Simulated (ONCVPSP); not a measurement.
## Configuration tests for magnesium (ONCV)

```
Element                 : Mg (Z = 12)
Generator               : ONCVPSP 4.0.1
Type                    : optimised norm-conserving Vanderbilt (ONCV)
Functional              : LDA (Perdew-Wang 92)
Relativity              : scalar-relativistic
Frozen core             : [He]
Valence charge          : 10
Reference configuration : 2s2 2p6 3s1.75 3p0.25
Partial waves           : 2s+3s: rc 1.15 bohr, ncon 4, nbas 8, qcut 11 1/bohr, 2 projectors; 2p+3p: rc 1.15 bohr, ncon 5, nbas 9, qcut 14 1/bohr, 2 projectors
Local potential         : polynomial inside 0.95 bohr (lpopt 3, dvloc0 0 Ha)
Core correction         : none
```

Energies are relative to the spin-unpolarised reference configuration 2s2 2p6 3s1.75 3p0.25; without spin polarisation the order of configurations can differ from experiment.

Task: Give the all-electron excitation energy and the error of the potential for: 2s2 2p6 3s2 3p0; 2s2 2p6 3s1 3p0; 2s2 2p6 3s0 3p0; 2s2 2p6 3s1 3p1.

Result:

```tsv
valence configuration	charge	ΔE all-electron (eV)	error AE − PS (meV)
2s2 2p6 3s2 3p0	0	-0.858	0.0
2s2 2p6 3s1 3p0	+1	7.210	-0.1
2s2 2p6 3s0 3p0	+2	22.253	-0.9
2s2 2p6 3s1 3p1	0	2.663	0.0
```

Levels in the configuration 2s2 2p6 3s0 3p0:

```tsv
level	all-electron (eV)	pseudo (eV)
2s	-99.458	-99.483
2p	-66.838	-66.853
```
